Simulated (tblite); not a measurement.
Compound: C4H8AlAs.
Numbering: `[CH:1]#[C:2][CH2:3][Al:4]([CH3:5])[AsH2:6]` (hydrogens: H7 on C1; H8, H9 on C3; H10, H11, H12 on C5; H13, H14 on As6)

Cartesian coordinates in Å at the GFN2-xTB level; atoms count from 1:
```
atom  x, y, z in Å
C1     1.518   -2.048    1.610
C2     1.635   -1.238    0.727
C3     1.571   -0.222   -0.292
Al4   -0.346    0.424   -0.068
C5    -0.872    1.978   -1.203
As6   -1.735   -0.830    1.459
H7     1.600   -2.797    2.342
H8     1.804   -0.663   -1.268
H9     2.328    0.547   -0.096
H10   -0.230    2.850   -1.030
H11   -0.802    1.762   -2.276
H12   -1.902    2.309   -1.019
H13   -1.672   -1.882    0.372
H14   -2.899   -0.191    0.719
```

Computed values, GFN2-xTB/tblite, gas phase, harmonic and unscaled. Errors from tens to a few hundred cm⁻¹ against measured bands are possible. Modes of hydrogen on arsenic can be 10 to 20 % off. One conformer, not necessarily the lowest. The optimisation stopped once no atom felt more than 0.01 eV/Å.

Lowest wavenumbers of the output (negative numbers stand for imaginary wavenumbers):
```
mode    cm-1
  1     -28.7
  2      27.9
  3      74.9
  4     106.3
  5     114.2
  6     135.4
  7     151.0
  8     286.2
```

Question: Is this structure a minimum?

Answer: Not by this Hessian. 1 mode is imaginary beyond 20i (29i cm⁻¹), so at this level the point lies at or near a first-order saddle. The curvature is small, so loose convergence or finite differences may be the whole cause.

Question: Which atoms move in the imaginary mode?

Answer: 29i: H11 (methyl hydrogen) 36 %, H10 (methyl hydrogen) 32 %, H12 (methyl hydrogen) 28 %. These are shares of the mass-weighted motion.

Question: What is the remedy?

Answer: Step along that mode in both directions, optimise again with tighter thresholds and repeat the frequencies. The zero-point energy of this point (57.0 kcal/mol) counts the 35 real modes alone, and thermal corrections from it aren't those of a minimum.

Hardware: one thread of an Arm Neoverse N1, no GPU, on a shared host. Cost: 0.77 s. This covers the Hessian and the dipole derivatives.
